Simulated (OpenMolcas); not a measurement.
**Multiconfigurational calculation on Sb4+**

Input:

```
&GATEWAY
Coord
1

Sb 0.0 0.0 0.0
Basis=ANO-RCC-MB
Group=XYZ
NoMove
AngMom=0.0 0.0 0.0
AMFI
&SEWARD
Relativistic=R03O02
&RASSCF
FileOrb=start.orb
Symmetry=1
Spin=2
nActEl=1 0 0
Inactive=14 9
Ras2=1 3
CIRoot=1 1 1
SDav=1
CIMx=300
Iter=120 100
PrWF=0.3
OrbListing=Nothing
MaxOrb=0
Atom
>>> COPY $Project.JobIph JOB001
&RASSCF
FileOrb=start.orb
Symmetry=2
Spin=2
nActEl=1 0 0
Inactive=14 9
Ras2=1 3
CIRoot=3 3 1
SDav=3
CIMx=300
Iter=120 100
PrWF=0.3
OrbListing=Nothing
MaxOrb=0
Atom
>>> COPY $Project.JobIph JOB002
&RASSI
NrOfJobIphs=2 1 3
1
1 2 3
IphNames
JOB001
JOB002
EJob
SpinOrbit
DIPRint=1.0
SOCoupling=1000.0
Subsets=2
MEES
Property=10
'ANGMOM' 1 'ANGMOM' 2 'ANGMOM' 3 'MLTPL  1' 1 'MLTPL  1' 2 'MLTPL  1' 3
'AMFI' 1 'AMFI' 2 'AMFI' 3 'MLTPL  2' 6
SOProperty=3
'ANGMOM' 1 'ANGMOM' 2 'ANGMOM' 3
```

Launched by
```bash
OMP_NUM_THREADS=1 MOLCAS_MEM=2252 MOLCAS_PROJECT=a pymolcas a.inp > a.log  # once for each step of the input, in one work folder
```

A driver script runs the steps one by one and writes start.orb anew before each from the orbitals found so far.

Output, cut to the results:

```
--- SEWARD ---
Basis set label: SB.ANO-RCC...5S4P2D.

      Electronic valence basis set:
      ------------------
      Associated Effective Charge  51.000000 au
      Associated Actual Charge     51.000000 au
      Nuclear Model: Point charge

      Shell  nPrim  nBasis  Cartesian Spherical Contaminant
         s      22       5        X
         p      19       4        X
         d      13       2                 X
Relativistic=R03O02
                  Relativistic Douglas-Kroll-Hess integrals:
                    - DKH order of Hamiltonian: 3
                    - DKH order of Properties : 2
--- RASSCF ---
Wave function specifications:
      -----------------------------

      Number of closed shell electrons          46
      Number of electrons in active shells       1
      Max number of holes in RAS1 space          0
      Max nr of electrons in RAS3 space          0
      Number of inactive orbitals               23
      Number of active orbitals                  4
      Number of secondary orbitals               0
      Spin quantum number                      0.5
      State symmetry                             1
Orbital specifications:
      -----------------------

      Symmetry species                           1   2
                                                ag  au
      Frozen orbitals                            0   0
      Inactive orbitals                         14   9
      Active orbitals                            1   3
      RAS1 orbitals                              0   0
      RAS2 orbitals                              1   3
      RAS3 orbitals                              0   0
      Secondary orbitals                         0   0
      Deleted orbitals                           0   0
      Number of basis functions                 15  12
      Number of CSFs                             1
      Number of root(s) required                 1
      Iter CI   SX   CI       RASSCF       Energy    max ROT     max BLB   max BLB  Level Ln srch  Step   QN
          iter iter root      energy       change     param      element    value   shift minimum  type update
 Nr of preliminary CI iterations:   1
 ###############################################################################
 ###############################################################################
 ###                                                                         ###
 ###                                                                         ###
 ###    WARNING: Problems in orbital optimization.                           ###
 ###                                                                         ###
 ###                                                                         ###
 ###############################################################################
 ###############################################################################
  Warning: In symmetry  2, orbital p=  10 has diagonal density matrix element D(p,p) close to zero. D(p,p)=  0.000000E+00
  Warning: In symmetry  2, orbital p=  11 has diagonal density matrix element D(p,p) close to zero. D(p,p)=  0.000000E+00
        ...
  Warning: In symmetry  2, orbital p=  10 has diagonal density matrix element D(p,p) close to zero. D(p,p)=  0.000000E+00
  Warning: In symmetry  2, orbital p=  11 has diagonal density matrix element D(p,p) close to zero. D(p,p)=  0.000000E+00
  Warning: In symmetry  2, orbital p=  12 has diagonal density matrix element D(p,p) close to zero. D(p,p)=  0.000000E+00
        4   1    1    1  -474.84854139   -5.46E-12   0.00E+00    9  15 1 -5.88E-10   0.00   0.00    SX    NO
      Convergence after  4 iterations
        5   1    1    1  -474.84854139   -9.09E-13   0.00E+00    9  15 1 -5.88E-10   0.00   0.00    SX    NO
      Natural orbitals and occupation numbers for root  1
      sym 1:   1.000000
      sym 2:   0.000000   0.000000   0.000000
::    RASSCF root number  1 Total energy:  -6474.84854139
--- RASSCF ---
Wave function specifications:
      -----------------------------

      Number of closed shell electrons          46
      Number of electrons in active shells       1
      Max number of holes in RAS1 space          0
      Max nr of electrons in RAS3 space          0
      Number of inactive orbitals               23
      Number of active orbitals                  4
      Number of secondary orbitals               0
      Spin quantum number                      0.5
      State symmetry                             2
...
--- RASSI ---
SPIN-FREE ENERGIES:
  (Shifted by EMIN (a.u.) =      -6474.8485413883)

 SF State       Relative EMIN(au)   Rel lowest level(eV)    D:o, cm**(-1)      L_eff

     1             0.0000000000        0.0000000000              0.0000         0.0
     2             0.4304262238       11.7124942274          94467.6368         1.0
     3             0.4304262238       11.7124942274          94467.6368         1.0
     4             0.4304262238       11.7124942274          94467.6368         1.0
     Dipole printing threshold changed to   1.00000000E+00

++ Dipole transition strengths (spin-free states):
   -----------------------------------------------
     for osc. strength at least  1.00000000E+00

  ( Max oscillator strength is only   0.56469489409540041      )
--
Eigenvalues of complex Hamiltonian:
   -----------------------------------
  (Shifted by EMIN (a.u.) =      -6474.8485413883)

 SO State       Relative EMIN(au)   Rel lowest level(eV)    D:o, cm**(-1)     J-value

     1             0.0000000000        0.0000000000              0.0000         0.4
     2             0.0000000000        0.0000000000              0.0000         0.4
     3             0.4185280393       11.3887281328          91856.2871         0.4
     4             0.4185280393       11.3887281328          91856.2871         0.4
     5             0.4363753161       11.8743772748          95773.3116         1.4
     6             0.4363753161       11.8743772748          95773.3116         1.4
     7             0.4363753161       11.8743772748          95773.3116         0.8
     8             0.4363753161       11.8743772748          95773.3116         0.8
Weights of the five most important spin-orbit-free states for each spin-orbit state.

 SO State  Total energy (au)           Spin-free states, spin, and weights
 -------------------------------------------------------------------------------------------------------
...
```

The J values that RASSI prints are effective ones from its own formula and need not be integers or half-integers; the table below assigns J from the states.

Levels above the lowest, from the spin-orbit matrix, grouped by J:

```
Configuration  Term    J  E (cm-1)  Measured (cm-1)      g  Term weight %
           5s    2S  1/2       0.0              0.0  2.002            100
           5p   2P*  1/2     91856                   0.666            100
           5p   2P*  3/2     95773            90553  1.334            100
```

Against the measured value (Moore, Atomic Energy Levels, vol. III, NSRDS-NBS 35 (1971 reprint of NBS Circular 467, 1958)): 5p 2P* 3/2: computed 95773, measured 90553 cm-1 (+5.8 %).

With one active electron the reference holds no correlation, so core polarisation is missing. The basis is small and was not contracted for so high a charge. Measured partners are found by configuration, term and J. A level has none where our copy of the source lacks it or the pairing is in doubt (some pairs that miss far off the trend of their configuration count as doubtful), and it then counts in no deviation. Only configurations of the active space appear.

The RASSCF and RASSI steps took 5.9 s on 1 thread of Intel(R) Xeon(R) Platinum 8375C CPU @ 2.90GHz (Ice Lake), on a shared host; the integral step is not counted.

The term weight is that of the spin-free term in the level, not the purity of its configuration. * marks odd parity.
